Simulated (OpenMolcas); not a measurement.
## WCl4O (SMILES O=[W](Cl)(Cl)(Cl)Cl): the vertical ionisation energy, rung by rung

WCl4O has 6 atoms, charge 0, and is taken as a singlet. SMILES: `O=[W](Cl)(Cl)(Cl)Cl`. Geometry: relaxed at PBE0-D4/def2-TZVP.

```xyz
6

O    -0.0100   -1.7471    0.1865
W    -0.0005   -0.0891    0.0095
Cl    1.9153    0.5679    1.0723
Cl   -1.9100    0.3505   -1.1703
Cl    1.1292    0.2495   -1.9503
Cl   -1.1239    0.6684    1.8523
```

Quantity: the vertical ionisation energy (to the doublet cation), in eV. The values are calculated.

| level | kind | program | value (eV) | CPU time (all runs) |
| --- | --- | --- | --- | --- |
| SVWN5/def2-SVP (core potential) | LDA | OpenMolcas | 10.49 | 2.5 min |
| BLYP/def2-SVP (core potential) | GGA | OpenMolcas | 10.08 | 3.1 min |
| PBE/def2-SVP (core potential) | GGA | OpenMolcas | 10.34 | 3 min |
| revPBE/def2-SVP (core potential) | GGA | OpenMolcas | 10.31 | 2.9 min |
| M06-L/def2-SVP (core potential) | meta-GGA | OpenMolcas | 10.84 | 3.9 min |
| B3LYP/def2-SVP (core potential) | global hybrid | OpenMolcas | 10.76 | 2.7 min |
| BHLYP/def2-SVP (core potential) | global hybrid | OpenMolcas | 11.31 | 3.4 min |
| PBE0/def2-SVP (core potential) | global hybrid | OpenMolcas | 10.96 | 2.6 min |

Spin-orbit coupling, which can split open shells on such heavy atoms by tenths of an eV, is left out. The values span 10.08 to 11.31 eV. Times are those of the runs behind each value, whatever else they computed, on shared processors of several kinds: orders of magnitude only.
